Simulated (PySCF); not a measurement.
Species: Ta(NH)F3 (singlet state).
Structure used (PBE0-D3(BJ)/def2-SVP), in Å, numbered top down from 1:
```xyz
6
F3HNTa angstrom
Ta    -0.0026   -0.0036   -0.4716
N      0.0010    0.0114    1.2803
H      0.0063    0.0179    2.2926
F      1.7914   -0.0030   -1.0386
F     -0.9030    1.5463   -1.0451
F     -0.8931   -1.5689   -1.0176
```

Method used: PBE0-D3(BJ)/def2-SVP geometry optimisation, gas phase, def2 core potentials past Kr (PySCF).

(1) Which atoms are bound to Ta1, and at what distances?

(2) List the angles at Ta1.

(3) What is the shape at Ta1?

(4) What are the other bond lengths?

(5) What are the rotational constants (commonest isotopes, rigid rotor)?

## Answers

(1) 4 atoms: N2 1.752 Å, F4 1.882 Å, F6 1.882 Å, F5 1.882 Å. The nearest atom not counted as bound is H3, at 2.76 Å.

(2) 
```
    angle  degrees  distance of the outer atoms (Å)
F5–Ta1–F6    111.7                             3.12
F4–Ta1–F5    111.4                             3.11
F4–Ta1–F6    111.3                             3.11
N2–Ta1–F4    107.4                             2.93
N2–Ta1–F5    107.4                             2.93
N2–Ta1–F6    107.3                             2.93
```

(3) Tetrahedral: angles from 107.3° to 111.7°; τ4 = (360° − α − β)/141° = 0.97 with α and β the two widest (0 for a square, 1 for a tetrahedron).

(4) N2–H3 1.012 Å.

(5) A = 3154, B = 3143, C = 2749 MHz: an oblate symmetric top.

Point group: C3v (every atom within 0.08 Å of its image). Charge 0, singlet. No PBE0-D3(BJ)/def2-SVP frequencies stand behind this structure, so it isn't proved a minimum.

The run took 20 s on an x86-64 server with one thread, no GPU, on a shared host. That covers the optimisation of the geometry.
